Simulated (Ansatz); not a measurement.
C5H6AgNO, SMILES `[OH][Ag-][n+]1ccccc1`. The species carries charge 0 and has multiplicity 1. Ag takes the def2 core potential.

```xyz
14

O    -4.285    0.260   -1.564
Ag   -2.450    0.172   -0.833
N    -0.453    0.022   -0.182
C    -0.106    0.343    1.067
C     1.195    0.254    1.527
C     2.181   -0.186    0.661
C     1.825   -0.519   -0.635
C     0.502   -0.402   -1.015
H    -4.878    0.635   -0.910
H    -0.905    0.682    1.715
H     1.421    0.527    2.550
H     3.211   -0.267    0.990
H     2.559   -0.868   -1.350
H     0.185   -0.653   -2.020
```

Problem. What are the harmonic wavenumbers in cm⁻¹ at PBE0-D4/def2-TZVP (Ansatz, finite differences of forces, unscaled)? (Best estimate.)

Solution. Ansatz gave: 9i, 62, 79, 157, 188, 199, 394, 437, 549, 649, 664, 717, 767, 777, 899, 972, 1013, 1027, 1054, 1062, 1102, 1105, 1177, 1249, 1325, 1387, 1492, 1528, 1645, 1672, 3204, 3213, 3217, 3229, 3233, 3880.
